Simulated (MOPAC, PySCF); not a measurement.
F3In, SMILES `[F][In]([F])[F]`, neutral singlet in the gas phase. 

Cartesian coordinates (Å):
SMILES: [F][In]([F])[F]
```xyz
4

F     -0.8381     1.7408     0.0015
In     0.0000     0.0003     0.0000
F     -1.0881    -1.5958     0.0186
F      1.9262    -0.1453    -0.0200
```
Charge 0, spin multiplicity 1.

All levels are single points at this geometry (B3LYP-D3(BJ)/def2-TZVP); Pople sets use spherical d functions. Orbital energies aren't observables, and empty levels follow the basis.

B3LYP-D3(BJ)/def2-TZVP in PySCF gives dipole (D) = 0.00.

### Question
Estimate the dipole (D) from each of these levels: B3LYP/6-31G* (LANL2DZ on In) in PySCF; B3LYP/LANL2DZ in PySCF; PBE/6-31G* (LANL2DZ on In) in PySCF; HF/6-31G* (LANL2DZ on In) in PySCF; PM6 in MOPAC.

### Answer

```csv
level,dipole (D)
B3LYP/6-31G* (LANL2DZ on In) in PySCF,0.00
B3LYP/LANL2DZ in PySCF,0.00
PBE/6-31G* (LANL2DZ on In) in PySCF,0.00
HF/6-31G* (LANL2DZ on In) in PySCF,0.00
PM6 in MOPAC,0.00
```
